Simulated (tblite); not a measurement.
C6H15NP2.
Atom-mapped SMILES: `[CH2:1]=[CH:2][P:3]([NH2:4])[CH2:5][CH2:6][P:7]([CH3:8])[CH3:9]` (hydrogens: H10, H11 on C1; H12 on C2; H13, H14 on N4; H15, H16 on C5; H17, H18 on C6; H19, H20, H21 on C8; H22, H23, H24 on C9)

Geometry (GFN2-xTB, Å), atoms numbered from 1 in this order:
```
atom  x, y, z in Å
C1    -3.9329   -0.8940    0.0510
C2    -2.7228   -1.0822   -0.4532
P3    -1.1597   -0.4495    0.2436
N4    -1.6101    1.0911    0.7835
C5    -0.3835    0.0276   -1.3793
C6     0.8775    0.8044   -1.0322
P7     1.4254    0.2858    0.6598
C8     3.0379    1.2027    0.7050
C9     2.0777   -1.3903    0.2684
H10   -4.1086   -0.2693    0.9139
H11   -4.8103   -1.3512   -0.3781
H12   -2.5853   -1.7535   -1.2931
H13   -2.6040    1.2760    0.7036
H14   -1.2970    1.2628    1.7325
H15   -1.0795    0.6152   -1.9838
H16   -0.1437   -0.8902   -1.9220
H17    1.6765    0.6621   -1.7666
H18    0.6547    1.8730   -0.9725
H19    3.6523    0.9874   -0.1684
H20    3.5821    0.9207    1.6048
H21    2.8317    2.2710    0.7489
H22    1.2401   -2.0679    0.1119
H23    2.6602   -1.7472    1.1162
H24    2.7094   -1.3647   -0.6195
```

Computed values, GFN2-xTB/tblite, gas phase, harmonic and unscaled. Errors from tens to a few hundred cm⁻¹ against measured bands are possible. One conformer, not necessarily the lowest.

Harmonic wavenumbers (cm⁻¹): 59.6, 69.5, 100.1, 106.6, 131.8, 137.3, 167.4, 190.6, 195.9, 209.2, 248.9, 270.7, 289.9, 309.8, 390.3, 430.9, 541.3, 648.1, 677.2, 685.8, 710.8, 719.3, 743.4, 777.5, 801.9, 817.5, 842.4, 852.5, 882.2, 900.0, 919.7, 927.3, 991.7, 1005.7, 1048.8, 1058.8, 1143.5, 1223.2, 1236.7, 1244.6, 1310.5, 1322.4, 1407.6, 1428.7, 1432.3, 1446.6, 1447.0, 1447.6, 1451.6, 1459.4, 1650.4, 2913.4, 2933.0, 2951.6, 2954.2, 2975.6, 2984.3, 3003.4, 3005.9, 3008.6, 3010.4, 3022.2, 3073.1, 3092.9, 3362.9, 3398.0.

A = 2627, B = 630.0, C = 607.4 MHz; mass 163.068 u (most abundant isotopes); point group C1, symmetry number 1.

Question: Zero-point energy?

Answer: ½Σν̃ = 43101 cm⁻¹ = 123.23 kcal/mol.

Question: What is S at 273.15 K and 1 bar for an ideal gas of classical rigid rotors and harmonic oscillators?

Answer: Translation 40.77, rotation 29.89, vibration 39.08: S = 109.7 cal/(mol K).

Question: And Cp and H(273.15 K) − H(0)?

Answer: Cp = 48.02 cal/(mol K), of which vibrations give 40.07 (their classical limit is 66 R = 131.2); H(273.15 K) − H(0) = 7.92 kcal/mol without the zero-point energy, 5.75 from vibrations.

Question: What must be added to the electronic energy to get the Gibbs energy at 273.15 K and 1 bar?

Answer: ZPE + [H(273.15 K) − H(0)] − T·S = 123.23 + 7.92 − 29.97 = 101.18 kcal/mol.

Question: Blend soft modes into free rotors: weight 1/[1 + (100 cm⁻¹/ν̃)⁴] for the oscillator and the rest for a rotor with moment μB/(μ + B), μ = h/(8π²ν), B = 10⁻⁴⁴ kg m². What vibrational entropy results?

Answer: 36.95 cal/(mol K) in place of 39.08, which changes −T·S at 273.15 K by +0.58 kcal/mol.

Question: How do the functions run with temperature in this model?

Answer: 
```csv
T (K),S (cal/(mol K)),Cp (cal/(mol K)),H − H(0) (kcal/mol),G − H(0) (kcal/mol),ln q(vib)
100,74.6,25.2,1.56,-5.91,2.19
200,96.3,38.5,4.76,-14.51,6.19
300,114.4,51.5,9.26,-25.06,10.11
500,146.2,73.6,21.91,-51.20,17.56
800,185.8,94.5,47.40,-101.22,27.82
1000,207.9,103.8,67.27,-140.63,34.02
```

q(vib) and H(0) count from the zero-point level.

Question: Which modes carry the vibrational entropy at 273.15 K?

Answer: 59.6 cm⁻¹: 4.30; 69.5 cm⁻¹: 4.00; 100.1 cm⁻¹: 3.28; 106.6 cm⁻¹: 3.16; 131.8 cm⁻¹: 2.75; 137.3 cm⁻¹: 2.67 cal/(mol K); the other 60 give 18.92 together.

Hindered rotation and anharmonicity are outside this model. Other conformers, if any are populated, would add a mixing term that is left out. The structure is chiral; the term R ln 2 for an equal mix with its mirror image is left out.
